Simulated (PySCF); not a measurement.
SMILES S[Si](S)(O)F (H3FOS2Si) (PBE0/def2-SVP optimised geometry):

```
8

O     -0.866    -1.369    -1.267
Si    -0.139    -0.609     0.000
F     -0.497    -1.428     1.350
S     -0.886     1.369     0.000
S      1.984    -0.609     0.000
H     -0.719    -2.318    -1.341
H     -2.060     0.997    -0.560
H      2.060     0.127    -1.131
```

Level of theory: PBE0/def2-TZVP (PySCF 2.14.0).

What are the frontier orbital energies and the dipole moment?

HOMO-2 -9.29 eV, HOMO-1 -8.10 eV, HOMO -7.93 eV, LUMO 0.14 eV, LUMO+1 0.25 eV; dipole moment 1.93 D.

On the same geometry PBE/def2-TZVP (PySCF) gives HOMO-2 -7.91 eV, HOMO-1 -6.82 eV, HOMO -6.66 eV, LUMO -0.82 eV, LUMO+1 -0.71 eV; dipole moment 1.87 D.

Meta-Löwdin charges at PBE0/def2-TZVP: O1 -0.75, Si2 1.23, F3 -0.51, S4 -0.29, S5 -0.30, H6 0.36, H7 0.13, H8 0.12.
